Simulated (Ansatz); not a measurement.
Geometry optimisation, RKS PBE-D4/def2-SVP (Ansatz 0.2.0).

Input file:

```yaml
crystal:
  periodic: [false, false, false]
  atoms:
    - { symbol: "N", position_ang: [-1.3056, 0.6371, 0.1081] }
    - { symbol: C, position_ang: [-0.0495, 0.8063, -0.533] }
    - { symbol: Ge, position_ang: [1.1264, -0.5492, 0.1555] }
    - { symbol: Se, position_ang: [0.3596, -2.6776, -0.2991] }
    - { symbol: H, position_ang: [-1.93976, 0.0807, -0.61566] }
    - { symbol: H, position_ang: [-1.22285, -0.03912, 0.90301] }
    - { symbol: H, position_ang: [-0.1162, 0.6666, -1.625] }
    - { symbol: H, position_ang: [0.4196, 1.8336, -0.341] }
    - { symbol: H, position_ang: [1.3047, -0.3549, 1.7445] }
    - { symbol: H, position_ang: [2.5506, -0.4012, -0.4782] }
    - { symbol: H, position_ang: [-0.9855, -2.3656, 0.5419] }
basis:
  gaussian: { orbitals: def2-SVP }
hamiltonian:
  xc: pbe
  dispersion: d4
relax:
  f_tol: 0.015
  max_steps: 40
output:
  orbitals: {}
```

Command:

```bash
$ ansatz run input.yaml --threads 2 --pin off --max-ram 3072MiB --backend cpu --events-out ev --progress --plain --runs-dir out
```

Task: Where does it end, and by what steps?

Result: The run converged. The force dipped under the threshold on the way, but the program's further checks kept it going. After 24 steps the energy has fallen by 0.699 eV; H6 moved furthest, 0.81 Å.

```
step  energy less start (eV)  largest force component (eV/Å)  accepted
   0                  0.0000                           3.300       yes
   1                 -0.5217                           1.087       yes
   2                 -0.5930                           0.616       yes
   3                 -0.6458                           0.785       yes
   4                 -0.6841                           0.103       yes
   5                 -0.6576                           0.340        no
   6                 -0.6904                           0.051       yes
   7                 -0.6924                           0.029       yes
   8                 -0.6927                           0.127       yes
   9                 -0.6925                           0.178        no
  10                 -0.6943                           0.056       yes
  11                 -0.6957                           0.040       yes
  12                 -0.6971                           0.026       yes
  13                 -0.6876                           0.539        no
  14                 -0.6977                           0.024       yes
  15                 -0.6977                           0.133       yes
  16                 -0.6983                           0.034       yes
  17                 -0.6986                           0.006       yes
  18                 -0.6979                           0.150        no
  19                 -0.6987                           0.022       yes
  20                 -0.6988                           0.028       yes
  21                 -0.6988                           0.015       yes
  22                 -0.6988                           0.002       yes
  23                 -0.6988                           0.003       yes
  24                 -0.6989                           0.004       yes
```

```xyz
11
Properties=species:S:1:pos:R:3
N -1.453 0.672 -0.160
C -0.062 0.875 -0.529
Ge 1.174 -0.567 0.113
Se 0.141 -2.652 -0.476
H -1.757 -0.265 -0.464
H -1.565 0.689 0.862
H 0.033 0.926 -1.634
H 0.302 1.849 -0.136
H 1.275 -0.554 1.666
H 2.599 -0.585 -0.517
H -0.546 -2.751 0.836
```

Run time: 53 s on 2 threads of Intel(R) Xeon(R) Platinum 8375C CPU @ 2.90GHz (Ice Lake) (shared host), peak memory 0.21 GiB.
